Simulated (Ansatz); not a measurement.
Calculated with Ansatz (gas phase, PBE0-D4/def2-TZVP geometries, no zero-point term in ΔE). CCSD(T)/CBS is the MP2 limit (def2-TZVPP, def2-QZVPP) plus CCSD(T) − MP2 in def2-TZVPP, frozen cores. Functionals use def2-TZVPP. B3LYP here is the variant with VWN-RPA as its local correlation; programs differ in this. One conformer a species, not always the lowest.

`[SiH3]C[SiH]1CO1` → `O[SiH2]/C=C/[SiH3]`  (isomerisation)

```json
{"level": "PBE-D4", "ΔE (kJ/mol)": "-58.1", "difference from CCSD(T)/CBS": "23.1"}
{"level": "r2SCAN-D4", "ΔE (kJ/mol)": "-64.1", "difference from CCSD(T)/CBS": "17.1"}
{"level": "PBE0-D4", "ΔE (kJ/mol)": "-62.2", "difference from CCSD(T)/CBS": "19.0"}
{"level": "B3LYP-D4", "ΔE (kJ/mol)": "-83.4", "difference from CCSD(T)/CBS": "-2.2"}
{"level": "ωB97X-V", "ΔE (kJ/mol)": "-66.2", "difference from CCSD(T)/CBS": "15.0"}
{"level": "ωB97M-V", "ΔE (kJ/mol)": "-71.2", "difference from CCSD(T)/CBS": "10.0"}
{"level": "B2PLYP", "ΔE (kJ/mol)": "-82.1", "difference from CCSD(T)/CBS": "-0.9"}
{"level": "PBE", "ΔE (kJ/mol)": "-58.4", "difference from CCSD(T)/CBS": "22.8"}
{"level": "r2SCAN", "ΔE (kJ/mol)": "-64.2", "difference from CCSD(T)/CBS": "17.0"}
{"level": "PBE0", "ΔE (kJ/mol)": "-62.4", "difference from CCSD(T)/CBS": "18.8"}
{"level": "B3LYP", "ΔE (kJ/mol)": "-83.8", "difference from CCSD(T)/CBS": "-2.6"}
{"level": "HF/def2-TZVPP", "ΔE (kJ/mol)": "-113.1", "difference from CCSD(T)/CBS": "-31.9"}
{"level": "MP2/def2-TZVPP", "ΔE (kJ/mol)": "-75.2", "difference from CCSD(T)/CBS": "6.0"}
{"level": "SCS-MP2/def2-TZVPP", "ΔE (kJ/mol)": "-82.1", "difference from CCSD(T)/CBS": "-0.9"}
{"level": "CCSD/def2-TZVPP", "ΔE (kJ/mol)": "-83.7", "difference from CCSD(T)/CBS": "-2.5"}
{"level": "CCSD(T)/def2-TZVPP", "ΔE (kJ/mol)": "-80.8", "difference from CCSD(T)/CBS": "0.4"}
{"level": "HF/def2-QZVPP", "ΔE (kJ/mol)": "-112.5", "difference from CCSD(T)/CBS": "-31.3"}
{"level": "MP2/def2-QZVPP", "ΔE (kJ/mol)": "-75.2", "difference from CCSD(T)/CBS": "6.0"}
{"level": "SCS-MP2/def2-QZVPP", "ΔE (kJ/mol)": "-82.5", "difference from CCSD(T)/CBS": "-1.3"}
{"level": "HF/CBS(def2)", "ΔE (kJ/mol)": "-112.4", "difference from CCSD(T)/CBS": "-31.2"}
{"level": "MP2/CBS(def2)", "ΔE (kJ/mol)": "-75.6", "difference from CCSD(T)/CBS": "5.6"}
{"level": "CCSD/CBS(def2)", "ΔE (kJ/mol)": "-84.2", "difference from CCSD(T)/CBS": "-3.0"}
{"level": "CCSD(T)/CBS", "ΔE (kJ/mol)": "-81.2", "difference from CCSD(T)/CBS": "0"}
```

Largest T1 diagnostic among the species: 0.013.

From PBE to PBE0 (25 % exact exchange), in def2-TZVPP and without D4, ΔE moves by −4.1 kJ/mol. In def2-TZVPP, CCSD(T) changes the Hartree–Fock value by +32.3 kJ/mol (the triples alone add +2.9 kJ/mol) and MP2 by +37.9 kJ/mol.
